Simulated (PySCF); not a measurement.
A structure optimised at PBE0-D3(BJ)/def2-SVP, used in a PySCF frequency run:

```xyz
12

C      2.4268    -0.3702    -0.4852
C      1.1523    -0.2075    -0.1153
C      0.3466    -0.7587     1.0574
C     -1.0058    -0.4739     0.3491
F     -2.0145     0.0338     1.1213
B     -0.1646     0.4319    -0.6575
F     -0.4586     1.3973    -1.4999
H      2.8109     0.1008    -1.3954
H      3.1334    -0.9757     0.0940
H      0.4415    -0.1088     1.9446
H      0.5385    -1.7993     1.3653
H     -1.3632    -1.3956    -0.1500
```
Charge 0, spin multiplicity 1.

### Question
Write its SMILES and formula.

### Answer
C=C1C[C@@H](F)B1F, C4H5BF2

### Question
What are its rotational constants (standard atomic weights)?

### Answer
3.7229, 2.2358, 1.4529 GHz
